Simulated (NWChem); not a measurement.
System: CH5NOSi, singlet; SMILES CO[Si]N

Input file for NWChem:

```
start job
memory heap 200 mb stack 900 mb global 1100 mb
geometry units angstroms noautoz
  Si     0.746905    -0.810853     0.000000
  O      0.633447     0.861274     0.000000
  C     -0.477247     1.707259     0.000000
  H     -1.111789     1.560441     0.894003
  H     -0.136720     2.754532     0.000000
  H     -1.111789     1.560441    -0.894003
  N     -0.918858    -1.274124     0.000000
  H     -1.742332    -0.678674     0.000000
  H     -1.173875    -2.256603     0.000000
end
basis spherical
  * library def2-svpd
end
dft
  xc xcamb88 1.00 lyp 0.81 vwn_5 0.19 hfexch 1.00
  cam 0.33 cam_alpha 0.19 cam_beta 0.46
  iterations 150
end
tddft
  cis
  nroots 6
  notriplet
end
task tddft energy
```

Output (shortened):

```
             Northwest Computational Chemistry Package (NWChem) 7.3.0
             --------------------------------------------------------

 CS  symmetry detected

                             Geometry "geometry" -> ""
                             -------------------------

 Output coordinates in angstroms (scale by  1.889725989 to convert to a.u.)

  No.       Tag          Charge          X              Y              Z
 ---- ---------------- ---------- -------------- -------------- --------------
    1 Si                  14.0000     0.70631965    -0.82067480     0.00000000
    2 O                    8.0000     0.62737933     0.85343686     0.00000000
    3 C                    6.0000    -0.46562689     1.72215383     0.00000000
    4 H                    1.0000    -1.10306251     1.58845675     0.89400300
    5 H                    1.0000    -0.10356865     2.76217941     0.00000000
    6 H                    1.0000    -1.10306251     1.58845675    -0.89400300
    7 N                    7.0000    -0.96864549    -1.24948497     0.00000000
    8 H                    1.0000    -1.77966100    -0.63717461     0.00000000
    9 H                    1.0000    -1.24387533    -2.22649428     0.00000000

 Effective nuclear repulsion energy (a.u.)     163.0350956479

      Symmetry information
      --------------------

 Group name             Cs
 Group number              2
 Group order               2
 No. of unique centers     8

                                 NWChem DFT Module
                                 -----------------

 Summary of "ao basis" -> "ao basis" (spherical)
 ------------------------------------------------------------------------------
       Tag                 Description            Shells   Functions and Types
 ---------------- ------------------------------  ------  ---------------------
 Si                        def2-svpd                10       24   5s3p2d
 O                         def2-svpd                 9       23   4s3p2d
 C                         def2-svpd                 8       20   4s2p2d
 H                         def2-svpd                 4        8   2s2p
 N                         def2-svpd                 8       20   4s2p2d

      Symmetry analysis of basis
      --------------------------

        a'         87
        a"         40

            General Information
            -------------------
          SCF calculation type: DFT
          Wavefunction type:  closed shell.
          No. of atoms     :     9
          No. of electrons :    40
           Alpha electrons :    20
            Beta electrons :    20
          Charge           :     0
          Spin multiplicity:     1
          Use of symmetry is: off; symmetry adaption is: on
          Maximum number of iterations: 150
          AO basis - number of functions:   127
                     number of shells:    55
          Convergence on energy requested:  1.00D-06
          Convergence on density requested:  1.00D-05
          Convergence on gradient requested:  5.00D-04

              XC Information
              --------------
                     Hartree-Fock (Exact) Exchange  1.000
                   CAM-Becke88 Exchange Functional  1.000
                      VWN V Correlation Functional  0.190 local
              Lee-Yang-Parr Correlation Functional  0.810

           Range-Separation Parameters
           ---------------------------
           Alpha           :  0.19
           Beta            :  0.46
           Gamma           :  0.33
           Short-Range HF  :     F

             Grid Information
             ----------------
          Grid used for XC integration:  medium
          Radial quadrature: Mura-Knowles
          Angular quadrature: Lebedev.
          Tag              B.-S. Rad. Rad. Pts. Rad. Cut. Ang. Pts.
          ---              ---------- --------- --------- ---------
          Si                  1.10       88          11.0       590
          O                   0.60       49          11.0       434
          C                   0.70       49          11.0       434
          H                   0.35       45          13.0       434
          N                   0.65       49          11.0       434
          Grid pruning is: on
          Number of quadrature shells:   460
          Spatial weights used:  Erf1

      Superposition of Atomic Density Guess
      -------------------------------------

 Sum of atomic energies:        -457.79913589

      Non-variational initial energy
      ------------------------------

 Total energy =    -459.491524
 1-e energy   =    -953.696538
 2-e energy   =     331.169919
 HOMO         =      -0.269535
 LUMO         =      -0.008740

      Symmetry analysis of molecular orbitals - initial
      -------------------------------------------------

  Numbering of irreducible representations:

     1 a'          2 a"

  Orbital symmetries:

     1 a'          2 a'          3 a'          4 a'          5 a'
     6 a'          7 a'          8 a"          9 a'         10 a'
    11 a'         12 a'         13 a'         14 a'         15 a"
    16 a'         17 a'         18 a"         19 a"         20 a'
    21 a"         22 a'         23 a'         24 a'         25 a'
    26 a'         27 a'         28 a"         29 a'         30 a"

 !! scf_movecs_sym_adapt:   45 vectors were symmetry contaminated

  Symmetry fudging

   convergence    iter        energy       DeltaE   RMS-Dens  Diis-err
 ---------------- ----- ----------------- --------- --------- ---------
 d= 0,ls=0.0,diis     1   -460.2752359056 -6.23D+02  1.26D-02  6.19D-01

 !! scf_movecs_sym_adapt:   40 vectors were symmetry contaminated

  Symmetry fudging
 d= 0,ls=0.0,diis     2   -460.2802772014 -5.04D-03  3.67D-03  6.91D-01

 !! scf_movecs_sym_adapt:    8 vectors were symmetry contaminated

  Symmetry fudging
 d= 0,ls=0.0,diis     3   -460.3434129421 -6.31D-02  9.11D-04  2.32D-02

 !! scf_movecs_sym_adapt:    2 vectors were symmetry contaminated

  Symmetry fudging
 d= 0,ls=0.0,diis     4   -460.3452809434 -1.87D-03  3.05D-04  3.30D-03
 d= 0,ls=0.0,diis     5   -460.3456231179 -3.42D-04  9.06D-05  1.70D-04
  Resetting Diis
 d= 0,ls=0.0,diis     6   -460.3456421599 -1.90D-05  3.91D-05  1.42D-05
 d= 0,ls=0.0,diis     7   -460.3456440492 -1.89D-06  1.49D-05  7.26D-07
 d= 0,ls=0.0,diis     8   -460.3456441071 -5.79D-08  4.93D-06  6.08D-07

         Total DFT energy =     -460.345644107082
      One electron energy =     -957.235150972200
           Coulomb energy =      377.458989657924
    Exchange-Corr. energy =      -43.604578440687
 Nuclear repulsion energy =      163.035095647880

 Numeric. integr. density =       40.000021575148

                  Occupations of the irreducible representations
                  ----------------------------------------------

[...]

                                NWChem TDDFT Module
                                -------------------

            General Information
            -------------------
           No. of orbitals :     254
            Alpha orbitals :     127
             Beta orbitals :     127
        Alpha frozen cores :       0
         Beta frozen cores :       0
     Alpha frozen virtuals :       0
      Beta frozen virtuals :       0
         Spin multiplicity :       1
    Number of AO functions :     127
        Use of symmetry is : off
      Symmetry adaption is : on
         Schwarz screening :  0.10D-07

              XC Information
              --------------
              Hartree-Fock (Exact) Exchange   1.00
            CAM-Becke88 Exchange Functional   1.00
               VWN V Correlation Functional   0.19 local
       Lee-Yang-Parr Correlation Functional   0.81
           Alpha           :  0.19
           Beta            :  0.46
           Gamma           :  0.33

             TDDFT Information
             -----------------
          Calculation type : Tamm-Dancoff TDDFT
         Wavefunction type : Restricted singlets
          No. of electrons :      40
           Alpha electrons :      20
            Beta electrons :      20
              No. of roots :       6
          Max subspacesize :    5200
            Max iterations :     100
               Target root :       1
           Target symmetry : none
      Symmetry restriction : off
                 Algorithm : Optimal
        Davidson threshold :  0.10D-03

    6 smallest eigenvalue differences (eV)
--------------------------------------------------------
  No. Spin  Occ  Vir  Irrep   E(Occ)    E(Vir)   E(Diff)
--------------------------------------------------------
    1    1   20   21 a"       -0.299     0.012     8.481
    2    1   20   22 a'       -0.299     0.038     9.178
    3    1   19   21 a'       -0.348     0.012     9.798
    4    1   20   23 a'       -0.299     0.064     9.879
    5    1   20   24 a'       -0.299     0.077    10.241
    6    1   19   22 a"       -0.348     0.038    10.495
--------------------------------------------------------

  Entering Davidson iterations
  Restricted singlet excited states

  Iter   NTrls   NConv    DeltaV     DeltaE      Time
  ----  ------  ------  ---------  ---------  ---------
    1      6       0     0.16E+00   0.10+100       51.9
    2     12       0     0.34E-01   0.22E-01       59.7
    3     18       0     0.23E-01   0.21E-02       54.9
    4     24       0     0.21E-01   0.19E-02       45.2
    5     30       0     0.12E-01   0.13E-02       47.0
    6     36       0     0.59E-01   0.16E-01       48.0
    7     42       2     0.21E-01   0.73E-02       52.6
    8     46       3     0.74E-02   0.65E-03       60.8
    9     49       4     0.24E-02   0.71E-04       59.8
   10     51       4     0.61E-03   0.57E-05       55.9
   11     53       5     0.27E-03   0.57E-06       56.4
   12     54       6     0.67E-04   0.60E-07       53.4
  ----  ------  ------  ---------  ---------  ---------
  Convergence criterion met

  Ground state a'       -460.345644107082 a.u.

  ----------------------------------------------------------------------------
  Root   1 singlet a"             0.205768745 a.u.                5.5993 eV
  ----------------------------------------------------------------------------
     Transition Moments    X -0.00000   Y  0.00000   Z  1.12739
     Dipole Oscillator Strength                    0.1743567980
     Electric Quadrupole                           0.0000009159
     Magnetic Dipole                               0.0000035788
     Total Oscillator Strength                     0.1743612927

     Occ.   12  a'  ---  Virt.   21  a"       0.06699
     Occ.   19  a"  ---  Virt.   22  a'      -0.06631
     Occ.   20  a'  ---  Virt.   21  a"      -0.97762
     Occ.   20  a'  ---  Virt.   36  a"      -0.06051
  ----------------------------------------------------------------------------
  Root   2 singlet a'             0.238154297 a.u.                6.4805 eV
  ----------------------------------------------------------------------------
     Transition Moments    X  0.31036   Y  0.44164   Z -0.00000
     Dipole Oscillator Strength                    0.0462606298
     Electric Quadrupole                           0.0000004637
     Magnetic Dipole                               0.0000018505
     Total Oscillator Strength                     0.0462629439

     Occ.   17  a"  ---  Virt.   21  a"       0.06673
     Occ.   19  a"  ---  Virt.   21  a"      -0.53530
     Occ.   20  a'  ---  Virt.   22  a'       0.76349
     Occ.   20  a'  ---  Virt.   23  a'      -0.32210
     Occ.   20  a'  ---  Virt.   28  a'      -0.06558
  ----------------------------------------------------------------------------
  Root   3 singlet a'             0.250859930 a.u.                6.8262 eV
  ----------------------------------------------------------------------------
     Transition Moments    X -0.51057   Y -0.54094   Z -0.00000
     Dipole Oscillator Strength                    0.0925335519
     Electric Quadrupole                           0.0000004499
     Magnetic Dipole                               0.0000012405
     Total Oscillator Strength                     0.0925352423

     Occ.   17  a"  ---  Virt.   21  a"      -0.22703
     Occ.   19  a"  ---  Virt.   21  a"      -0.70195
     Occ.   20  a'  ---  Virt.   22  a'      -0.57035
     Occ.   20  a'  ---  Virt.   23  a'      -0.21881
     Occ.   20  a'  ---  Virt.   24  a'       0.20966
     Occ.   20  a'  ---  Virt.   25  a'      -0.08259
  ----------------------------------------------------------------------------
  Root   4 singlet a"             0.252874672 a.u.                6.8811 eV
  ----------------------------------------------------------------------------
     Transition Moments    X -0.00000   Y -0.00000   Z  0.07763
     Dipole Oscillator Strength                    0.0010159826
     Electric Quadrupole                           0.0000000007
     Magnetic Dipole                               0.0000005953
     Total Oscillator Strength                     0.0010165786

     Occ.   16  a'  ---  Virt.   21  a"      -0.12370
     Occ.   18  a'  ---  Virt.   21  a"      -0.98147
     Occ.   18  a'  ---  Virt.   30  a"       0.05743
     Occ.   18  a'  ---  Virt.   32  a"      -0.06303
     Occ.   19  a"  ---  Virt.   22  a'      -0.06226
  ----------------------------------------------------------------------------
  Root   5 singlet a'             0.260901028 a.u.                7.0995 eV
  ----------------------------------------------------------------------------
     Transition Moments    X -0.45544   Y -1.16183   Z -0.00000
     Dipole Oscillator Strength                    0.2708612607
     Electric Quadrupole                           0.0000008256
     Magnetic Dipole                               0.0000062994
     Total Oscillator Strength                     0.2708683858

     Occ.   17  a"  ---  Virt.   21  a"       0.08709
     Occ.   17  a"  ---  Virt.   27  a"       0.05480
     Occ.   18  a'  ---  Virt.   24  a'       0.05802
     Occ.   19  a"  ---  Virt.   21  a"      -0.39676
     Occ.   20  a'  ---  Virt.   23  a'       0.77505
     Occ.   20  a'  ---  Virt.   24  a'      -0.35299
     Occ.   20  a'  ---  Virt.   25  a'       0.23421
     Occ.   20  a'  ---  Virt.   26  a'      -0.09179
     Occ.   20  a'  ---  Virt.   28  a'      -0.05925
     Occ.   20  a'  ---  Virt.   31  a'       0.05915
     Occ.   20  a'  ---  Virt.   37  a'       0.05603
  ----------------------------------------------------------------------------
  Root   6 singlet a"             0.262880158 a.u.                7.1533 eV
  ----------------------------------------------------------------------------
     Transition Moments    X -0.00000   Y -0.00000   Z  0.63305
     Dipole Oscillator Strength                    0.0702335947
     Electric Quadrupole                           0.0000003608
     Magnetic Dipole                               0.0000004075
     Total Oscillator Strength                     0.0702343630

     Occ.   17  a"  ---  Virt.   22  a'      -0.19819
     Occ.   17  a"  ---  Virt.   23  a'       0.12633
     Occ.   17  a"  ---  Virt.   24  a'       0.05299
     Occ.   17  a"  ---  Virt.   26  a'      -0.05909
     Occ.   18  a'  ---  Virt.   21  a"      -0.06900
     Occ.   19  a"  ---  Virt.   22  a'       0.91608
     Occ.   19  a"  ---  Virt.   23  a'      -0.23495
     Occ.   19  a"  ---  Virt.   24  a'      -0.07169
     Occ.   19  a"  ---  Virt.   25  a'       0.10459
     Occ.   19  a"  ---  Virt.   26  a'       0.05440
     Occ.   19  a"  ---  Virt.   29  a'      -0.05061
     Occ.   19  a"  ---  Virt.   38  a'      -0.06249
     Occ.   20  a'  ---  Virt.   21  a"      -0.06728

              Target root =      1
          Target symmetry = none
      Ground state energy =   -460.345644107082
        Excitation energy =      0.205768744710
     Excited state energy =   -460.139875362372

  stored tddft:energy   -460.13987536237221
```

Level: CAM-B3LYP/def2-SVPD, TDA. Low-valent species are run as closed-shell singlets; no triplet was tried in these runs. Geometry: optimised at PBE0/def2-SVP.
